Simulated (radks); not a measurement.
The mean radii <r> (bohr) of the occupied orbitals of an atom or ion are listed with their occupations. Method: scalar-relativistic Kohn-Sham, B86b exchange with PBE correlation, spin-polarised, spherical densities, point nucleus; computed with a radial shooting solver on a logarithmic mesh with Libxc functionals.

| orbital | occ. | <r> |
|---|---|---|
| 1s | 2 | 0.05213 |
| 2s | 2 | 0.2351 |
| 2p | 6 | 0.2064 |
| 3s | 2 | 0.7126 |
| 3p | 6 | 0.7504 |
| 3d | 10 | 1.014 |

Name the element and its charge. Open shells, if any, are filled with parallel spins first.

Answer. Z = 29, copper, charge +1: Cu+ in [Ar] 3d10. The 1s radius gives Z: for a bare nucleus <r> = (2 gamma + 1)/(2Z) with gamma = sqrt(1 - (Z/c)^2), 0.05094 bohr for Z = 29, and screening makes it slightly larger (0.05213 here). The occupations add up to 28, and the charge is Z minus that.
